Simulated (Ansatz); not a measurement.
Relaxation of AlClF2 (4 atoms, charge 0, multiplicity 1), to a largest force component of 0.02 eV/Å in at most 40 steps.

The calculation used RKS PBE0-D4/def2-mTZVP in Ansatz 0.2.0.

```xyz
4
Properties=species:S:1:pos:R:3:forces:R:3
Al 0.000 0.000 0.000 0.42 0.00 -0.24
F 0.000 0.000 1.690 0.01 0.00 -1.68
Cl 1.931 0.000 -1.115 -1.89 0.00 1.09
F -1.464 0.000 -0.845 1.46 0.00 0.83
```

Where does it end, and by what steps?

The run converged. After 5 steps the energy has fallen by 0.301 eV; Cl3 moved furthest, 0.13 Å.

```tsv
step	energy less start (eV)	largest force component (eV/Å)	accepted
0	0.0000	1.893	yes
1	-0.2626	0.939	yes
2	-0.2990	0.230	yes
3	-0.3008	0.074	yes
4	-0.3009	0.041	yes
5	-0.3009	0.005	yes
```

```xyz
4
Properties=species:S:1:pos:R:3
Al 0.027 0.000 -0.015
F 0.017 0.000 1.618
Cl 1.816 0.000 -1.049
F -1.393 0.000 -0.824
```

Whether the end is a true minimum wasn't checked by a vibrational analysis.

Time of the run: 14 s on 1 thread of Arm Neoverse V2, with other jobs on the host, peak memory 0.15 GiB.
